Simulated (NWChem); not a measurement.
Species: AlClF2; SMILES [Cl][Al]([F])[F]

```xyz
4

Al     0.0000     0.0000     0.4183
F      0.0000    -1.4183     1.2546
F      0.0000     1.4183     1.2546
Cl     0.0000     0.0000    -1.6483
```
Atoms are numbered in this order, from 1.

Program: NWChem. All runs use the structure optimised with PBE0/def2-SVP. Ions are spin-unrestricted doublets at the neutral geometry; other ion states weren't tried.

**Question.** What does the run give for PBE/def2-SVP? Quantities: vertical ionisation energy, ΔSCF (eV); −ε(HOMO) (eV).

**Answer.** The vertical ionisation energy, ΔSCF (eV) comes out as 12.07 and the −ε(HOMO) (eV) is 8.23.
